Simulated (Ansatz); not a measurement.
Stepwise reaction of `C[SiH2][GeH2][CH3]` with hydrogen, as a gas-phase model of exchange steps in deposition or etching. ΔE in kJ/mol.

Gas-phase electronic energies from Ansatz, PBE0-D4/def2-TZVP geometries. CCSD(T)/CBS adds triple-zeta CCSD(T) − MP2 to the extrapolated MP2 energy (def2 sets, frozen cores). This one scheme is used for every species. Functionals use def2-TZVPP. B3LYP here is the variant with VWN-RPA as its local correlation; programs differ in this. For Ge outer-core shells are correlated without core-valence functions, which leaves a few kJ/mol of doubt a bond. Scalar relativity is left out up to krypton. Each species was taken in one conformer, which may not be the lowest.

| step | reaction | PBE-D4 | B3LYP-D4 | ωB97M-V | CCSD(T)/CBS |
| --- | --- | --- | --- | --- | --- |
| 1 | `C[SiH2][GeH2][CH3]` + H₂ → `C[SiH2][GeH3]` + CH₄ | -41.0 | -45.2 | -43.4 | -39.6 |

**Question.** Give the row of step 2, `C[SiH2][GeH3]` + H₂ → `[SiH3][GeH3]` + CH₄. (Best estimate.)

**Answer.** Ansatz gave: 
```json
{"step": "2", "reaction": "`C[SiH2][GeH3]` + H₂ → `[SiH3][GeH3]` + CH₄", "PBE-D4": "-26.4", "B3LYP-D4": "-31.5", "ωB97M-V": "-28.7", "CCSD(T)/CBS": "-27.8"}
```

**Question.** By hand: ΔE of the 2 steps together at CCSD(T)/CBS.

**Answer.** (-39.6) + (-27.8) = -67.4 kJ/mol, or -33.7 kJ/mol a step.

In ΔE each step is higher than the one before. All are downhill at CCSD(T)/CBS. PBE-D4 differs from CCSD(T)/CBS by -1.4 to 1.4 kJ/mol a step. Isolated molecules leave out the surface, adducts and barriers. Largest T1 diagnostic: 0.012.
